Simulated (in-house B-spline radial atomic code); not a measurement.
**Binding energies in Sm LVII (Sm56+)**

NIST's tabulated ground configuration is [He] 2s2 2p2; each binding energy is the energy of the ion with one electron taken from that subshell, relaxed, less that of the parent. All numbers are computed (Dirac-Hartree-Fock, average of configuration; Fermi nucleus of rms radius 5.0819 fm) with a radial B-spline atomic code at the basis-set limit, not measured. Energies include first-order Breit, QED and recoil terms.

```json
{"subshell": "1s", "X-ray name": "K", "binding energy (eV)": "52436.9", "-ε (eV)": "52623.0", "relaxation (eV)": "10.9"}
{"subshell": "2s", "X-ray name": "L1", "binding energy (eV)": "12479.8", "-ε (eV)": "12502.4", "relaxation (eV)": "1.0"}
{"subshell": "2p", "X-ray name": "L2,3", "binding energy (eV)": "11849.8", "-ε (eV)": "11864.3", "relaxation (eV)": "1.3"}
```

Relaxation = -ε minus the binding energy without Breit, QED and recoil terms.

(1) What does it cost to remove both a 1s and a 2p electron?

(2) What does it cost to remove two 1s electrons?

(3) What does it cost to remove both a 2s and a 2p electron?

## Answers

(1) 64691 eV, which is 404.4 eV more than the two single binding energies together.

(2) 106080 eV, which is 1208 eV more than the two single binding energies together.

(3) 24584 eV, which is 254.9 eV more than the two single binding energies together.
